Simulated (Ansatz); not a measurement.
# Isomers

Structures of SiNH₃Te, closed shell, relaxed at PBE0-D4/def2-TZVP (vibrations not checked; lower isomers may exist, and structures with a doubtful reference or unclear bonds are left out). Program: Ansatz 0.2.0. Basis: def2-TZVPP. Cores are frozen in the correlated methods. Filled d shells of the heavier atoms are correlated. Core potentials replace the inner electrons of the atoms past krypton. The def2 sets are not built for correlating such inner shells, so the correlated values are less sure here. B3LYP uses VWN-RPA correlation.

Rank them by CCSD(T) energy, lowest first, and give each one's height above the lowest. Links in brackets join atoms within 1.22 times the sum of their covalent radii (1.1 for two metals). (To be estimated.)
A.
SiNH₃Te ([SiH2][N][TeH])
```
6
angstrom
Si -0.8519 0.0844 -0.6586
N 0.1154 -0.9945 0.0042
Te 1.6622 -0.9607 1.2160
H -1.9366 -0.3794 -1.5464
H -0.7870 1.5584 -0.4802
H 1.7978 0.6918 1.4650
```
B.
SiNH₃Te ([NH]1[SiH2][Te]1)
```
6
angstrom
N -0.7274 -0.8465 0.1784
Si 0.1591 0.6356 0.0687
Te 1.3349 -1.4212 0.5526
H -1.0039 -1.2574 -0.7087
H 0.3406 1.2901 -1.2482
H -0.1033 1.5994 1.1572
```
C.
SiNH₃Te ([SiH][NH][TeH])
```
6
angstrom
Si -1.0516 0.0791 -0.9369
N 0.1328 -0.8241 -0.0931
Te 1.1240 -0.5061 1.6592
H 0.3919 -1.7183 -0.4897
H -1.0813 1.2478 0.0450
H 2.4710 0.1654 0.9488
```

By the calculation: B (0.000 eV), C (0.808 eV), A (1.300 eV). Heights count from the lowest.

Do PBE-D4, r2SCAN-D4, PBE0-D4, B3LYP-D4, wB97M-V, HF, MP2 give the same order? (A judgement: the text doesn't fix the answer.)

The calculation gives: All do.

T1 diagnostic: at most 0.018. The restricted Hartree–Fock reference is unstable towards an unrestricted one at one or more of these structures.

For scale, one of the runs: CCSD(T)/def2-TZVPP, 165 basis functions, launched by `ansatz run in.yaml --threads 2 --pin off --events-out ev --progress --plain --max-ram 4352MiB`. The run took 57 s on 2 CPU threads of an Arm Neoverse V2 (shared host), with 1.4 GiB of host memory at its peak.
